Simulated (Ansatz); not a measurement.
Species: TiI$_{2}$, net charge 0, triplet state. The spin state was set by rule; other spins were not relaxed. SMILES: [I][Ti][I]
Structure (B3LYP-D3(BJ)/def2-TZVP (Ansatz, an electronic-structure program) minimum search):
```xyz
3

Ti     0.0000     0.0000     0.0000
I      0.0000     0.0000     2.6140
I      0.0000     0.0000    -2.6140
```
Charge 0, spin multiplicity 3.

Wanted: atomisation energy (electronic, to ground-state atoms), in kcal/mol. Cores are frozen in the correlated levels unless marked. Open shells are spin-unrestricted. No spin-orbit coupling. The frozen core is the preceding noble-gas configuration, with the filled d and f shells of earlier blocks. Past Kr the def2 sets carry scalar-relativistic core potentials. STO-3G rows are all-electron and non-relativistic. The coupled-cluster limit lacks core correlation, which all-electron functionals hold. CBS marks a two-point X^-3 extrapolation of the correlation energy; Hartree-Fock from the larger set. The bracket is a focal-point correction in the basis named.

```csv
level,program,atomisation energy (kcal/mol),minus last row
SVWN5/def2-TZVPD,Ansatz,200.4,35.9
PBE-D4/def2-TZVPD,Ansatz + dftd4,179.8,15.3
r2SCAN/def2-TZVPD,Ansatz,178.8,14.3
B3LYP-D3(BJ)/def2-TZVPD,Ansatz + dftd3,166.1,1.6
B3LYP-D4/def2-TZVPD,Ansatz + dftd4,165.1,0.6
B3LYP/def2-TZVPD,Ansatz,161.4,-3.1
PBE0-D4/def2-TZVP,Ansatz + dftd4,172.4,7.9
r2SCAN0/def2-TZVPD,Ansatz,171.7,7.2
CAM-B3LYP/def2-TZVPD,Ansatz,161.2,-3.3
LC-wPBE/def2-TZVPD,Ansatz,169.8,5.3
wB97X-V/def2-TZVPD,Ansatz,168.6,4.1
PBE-QIDH/def2-TZVPD,Ansatz,166.3,1.8
RI-MP2/def2-TZVPP,Ansatz,161.5,-3.0
RI-MP2/def2-TZVPPD,Ansatz,162.0,-2.5
RI-MP2/def2-QZVPPD,Ansatz,165.7,1.2
"RI-MP2/CBS(def2-TZVPP,def2-QZVPP)",Ansatz,169.0,4.5
CCSD/STO-3G,Ansatz,208.2,43.7
CCSD/def2-SVP,Ansatz,144.5,-20.0
CCSD(T)/def2-SVP,Ansatz,147.3,-17.2
CCSD(T)/def2-SVPD,Ansatz,151.1,-13.4
"RI-MP2/CBS(def2-TZVPP,def2-QZVPP)+[CCSD(T)-MP2]/def2-TZVPP",Ansatz,164.5,0.0
```
